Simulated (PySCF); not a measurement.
## Löwdin shares of the frontier orbitals

C₅H₆F₂.
Atom-mapped SMILES: `[F:1][CH2:2][C:3]1=[C:4]([F:5])[CH2:6][CH2:7]1` (hydrogens: H8, H9 on C2; H10, H11 on C6; H12, H13 on C7)

Structure used (PBE0-D3(BJ)/def2-SVP), in Å, numbered top down from 1:
```
atom  x, y, z in Å
F1     1.9949   -0.6314    1.6760
C2     1.8484   -0.3087    0.3444
C3     0.4394    0.0117    0.0308
C4    -0.2293    1.0677   -0.4499
F5     0.1437    2.2654   -0.8532
C6    -1.5936    0.4638   -0.4077
C7    -0.8453   -0.7832    0.1617
H8     2.1911   -1.1752   -0.2498
H9     2.4971    0.5512    0.1095
H10   -2.0847    0.3097   -1.3818
H11   -2.3066    0.9430    0.2818
H12   -0.9137   -1.6821   -0.4720
H13   -1.1223   -1.0440    1.1946
```

Theory: TDDFT PBE0/def2-SVPD, vertical, gas phase, core orbitals frozen in the response (PySCF 2.14.0, density-fitted response routines).

Kohn–Sham orbitals with the atoms that hold most of them (Löwdin shares over 4%, at most four atoms; ? is withheld):

```json
{"orbital": "LUMO+2", "ε (eV)": "1.19", "atoms": "C7 16%, H13 12%, F5 12%, H12 12%"}
{"orbital": "LUMO+1", "ε (eV)": "0.68", "atoms": "C4 20%, C6 12%, C2 12%, C7 9%"}
{"orbital": "LUMO", "ε (eV)": "0.02", "atoms": "?"}
{"orbital": "HOMO", "ε (eV)": "-7.31", "atoms": "?"}
{"orbital": "HOMO-1", "ε (eV)": "-9.47", "atoms": "F1 19%, C2 17%, C3 17%, C7 14%"}
{"orbital": "HOMO-2", "ε (eV)": "-9.76", "atoms": "F1 36%, C2 19%, H8 11%, C3 8%"}
{"orbital": "HOMO-3", "ε (eV)": "-10.26", "atoms": "C6 32%, C7 27%, F5 14%, C4 10%"}
```

Question: Which atoms hold the HOMO, and with what shares?

Answer: C3 (bonded to 3 C) 33%; C4 (bonded to 2 C and F) 26%; F5 (bonded to C) 11%; C7 (bonded to 2 C and 2 H) 8%. By element: carbon 67% or more, fluorine 11% or more.

Question: Give the leading atoms of the LUMO.

Answer: C4 (bonded to 2 C and F) 28%; C3 (bonded to 3 C) 24%; C2 (bonded to C, F and 2 H) 12%; F1 (bonded to C) 8%. By element: carbon 64% or more, fluorine 8% or more.

Question: The HOMO–LUMO gap is 7.34 eV. Where does the response calculation put the lowest singlet, and from which orbitals?

Answer: S1 is at 6.72 eV (f = 0.086), 0.61 eV below the gap, made of HOMO→LUMO+1 (64%), HOMO→LUMO (33%). Its leading pair isn't HOMO and LUMO; the energies of that pair differ by 7.99 eV. Without the coupling terms of the response equations the lowest excitation would equal the gap.

Question: Give energy, strength and leading configuration of S5 and S6, and follow the Löwdin shares of the leading atoms from the occupied to the empty orbital.

Answer: 
- S5 (7.80 eV, f 0.0024), HOMO-1→LUMO (94%): F1 19% → 8%, C2 17% → 12%, C4 at most 14% → 28%, C3 17% → 24%
- S6 (8.14 eV, f 0.0045), HOMO-2→LUMO (76%): F1 36% → 8%, C2 19% → 12%, C4 at most 9% → 28%, C3 8% → 24%

The run took 68 s on Intel Xeon at 2.50 GHz, one thread, shared host with 64 logical CPUs at a one-minute load of 55, and the process peaked at 0.84 GiB of memory.

One conformer stands for the species.
